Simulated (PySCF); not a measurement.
Species: `CO[SiH2]C([SiH3])([SiH3])C=O`. The columns A, B, C and D hold Mulliken, IAO, Hirshfeld and ESP-fitted charges (e) of one PBE0/pcSseg-1 density (PySCF), in a shuffled order. Coordinates in Å (GFN2-xTB); the density's dipole moment is (0.64, 0.09, 2.05) D.

```
atom       x       y       z       A       B       C       D
  C1   3.105  -0.045   0.241  -0.034  -0.198  -0.006  -0.241
  O2   1.713  -0.031   0.228  -0.224  -0.649  -0.651  -0.362
 Si3   0.789  -0.055  -1.114  +0.362  +0.991  +0.874  +0.692
  C4  -0.947   0.010  -0.332  -0.237  -0.810  -1.163  -0.406
 Si5  -1.285   1.624   0.632  +0.316  +0.604  +0.521  +0.353
 Si6  -1.339  -1.509   0.757  +0.316  +0.605  +0.521  +0.344
  C7  -1.801  -0.020  -1.504  +0.114  +0.257  +0.335  +0.489
  O8  -1.358  -0.078  -2.632  -0.205  -0.406  -0.377  -0.487
  H9   3.488  -0.925  -0.281  +0.041  +0.127  +0.097  +0.111
 H10   3.438  -0.067   1.279  +0.050  +0.154  +0.119  +0.136
 H11   3.505   0.845  -0.249  +0.041  +0.129  +0.098  +0.111
 H12   1.031  -1.288  -1.866  -0.084  -0.141  -0.080  -0.131
 H13   1.074   1.113  -1.949  -0.084  -0.141  -0.081  -0.130
 H14  -0.472   1.655   1.845  -0.064  -0.096  -0.040  -0.071
 H15  -0.981   2.782  -0.214  -0.069  -0.104  -0.052  -0.079
 H16  -2.708   1.672   0.992  -0.075  -0.114  -0.063  -0.095
 H17  -2.757  -1.472   1.137  -0.075  -0.114  -0.063  -0.092
 H18  -1.095  -2.739  -0.001  -0.069  -0.104  -0.052  -0.076
 H19  -0.509  -1.476   1.958  -0.064  -0.096  -0.039  -0.068
 H20  -2.897   0.013  -1.341  +0.043  +0.107  +0.103  +0.001
```

Question: Which column most likely holds the ESP-fitted charges?

Answer: D. Σ q r misses the density's dipole by 0.04 D (D), 0.28 D (B), 0.64 D (A), 0.90 D (C). Charges fitted to the outside potential are the only set here that is tied to the molecule's multipoles.

Question: And the Hirshfeld charges?

Answer: A. The mean sizes are 0.128 e (A), 0.224 e (D), 0.267 e (C), 0.297 e (B), and Hirshfeld charges are commonly the smallest of these schemes.

As computed, A = Hirshfeld, B = IAO, C = Mulliken, D = ESP-fitted. Hydrogens on carbon: Hirshfeld +0.04 to +0.05, IAO +0.11 to +0.15, Mulliken +0.10 to +0.12, ESP-fitted 0.00 to +0.14 e.

The ESP scheme is a least-squares fit of atom-centred charges to the potential on four shells outside the van der Waals surface, with the total charge fixed. The IAO scheme counts the electrons in orthogonalised intrinsic atomic orbitals, a minimal basis polarised so that it spans the occupied orbitals exactly.

The structure is a single GFN2-xTB conformer in the gas phase; no vibrational or solvent corrections.

The run behind these numbers computed NMR shieldings as well. Hardware: one thread of an Arm Neoverse N1, shared host with 64 logical CPUs at a one-minute load of 60. Cost: 1.7 min wall (with the writing of density and orbital grids), 0.95 GiB resident at most.

Shape of the structure used: `[CH3:1][O:2][SiH2:3][C:4]([SiH3:5])([SiH3:6])[CH:7]=[O:8]`: C1–O2–Si3–C4 -179°, O2–Si3–C4–Si5 64°, Si3–C4–C7–O8 0°.
